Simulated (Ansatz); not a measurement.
`[CH3][GeH2][Br]` → `CBr` + `[GeH2]`  (germylene formation by 1,1-elimination)

Isolated molecules relaxed with PBE0-D4/def2-TZVP in Ansatz; ΔE leaves out vibrations. CCSD(T)/CBS adds triple-zeta CCSD(T) − MP2 to the extrapolated MP2 energy (def2 sets, frozen cores). DFT in def2-TZVPP. For Br, Ge outer-core shells are correlated without core-valence functions, which leaves a few kJ/mol of doubt a bond. Scalar relativity is left out up to krypton.

`[CH3][GeH2][Br]`:

```xyz
8

C    -0.592   -0.362    0.821
Ge    0.499    0.090   -0.719
Br    0.732    2.398   -0.768
H    -1.570    0.112    0.733
H    -0.108   -0.013    1.733
H    -0.723   -1.444    0.877
H    -0.160   -0.301   -2.050
H     1.922   -0.481   -0.627
```

`CBr`:

Cartesian coordinates in Å:
```
C -0.174 -0.012 -0.064
Br 1.635 0.112 0.604
H -0.239 -0.896 -0.692
H -0.382 0.887 -0.637
H -0.841 -0.092 0.789
```

`[GeH2]`:

```xyz
3

Ge   -0.392   -0.197    0.605
H    -0.718   -0.073   -0.951
H     1.110    0.270    0.346
```

Problem. Is it downhill or uphill in electronic energy at CCSD(T)/CBS, and by how much? (Best estimate.)

Solution. The calculation gave: Uphill: ΔE = +3.16 eV.

Problem. What do these levels give: ωB97X-V, B2PLYP, r2SCANh, r2SCAN0, LC-ωPBE, RPA@PBE/def2-TZVPP? (An estimate is asked.)

Solution. Computed: ωB97X-V 3.19, B2PLYP 3.05, r2SCANh 3.30, r2SCAN0 3.32, LC-ωPBE 3.30, RPA@PBE/def2-TZVPP 2.95 eV.

Largest T1 diagnostic among the species: 0.012.

From PBE to PBE0 (25 % exact exchange), in def2-TZVPP and without D4, ΔE moves by +0.16 eV. At CCSD(T), def2-SVP lies −0.11 eV from the extrapolated value and def2-TZVPP +0.02 eV.
